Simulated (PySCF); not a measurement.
C4H3F3O, SMILES FC1=CCC(F)(F)O1.

Geometry: PBE0-D3(BJ)/def2-SVP. The structure was generated by enumeration, and PubChem lists no compound with its InChIKey, so it may never have been made. The values are those of a single conformer.

Calculation: SMD-M06-2X/def2-SVP (PySCF).

Solvation free energies are E(SMD) − E(gas) at the gas-phase geometry, for 1 M in both phases. In vacuum the dipole moment is 2.71 D.

Question: Estimate the solvation free energies in water, acetonitrile, ethanol. (An estimate is asked for; the answer gives what the named calculation found.)

Answer: 
```csv
solvent,ΔG(solv) (kcal/mol),its non-electrostatic (CDS) part,dipole (D)
water,-0.2,4.7,3.53
acetonitrile,-3.5,0.6,3.47
ethanol,-3.1,1.4,3.48
```
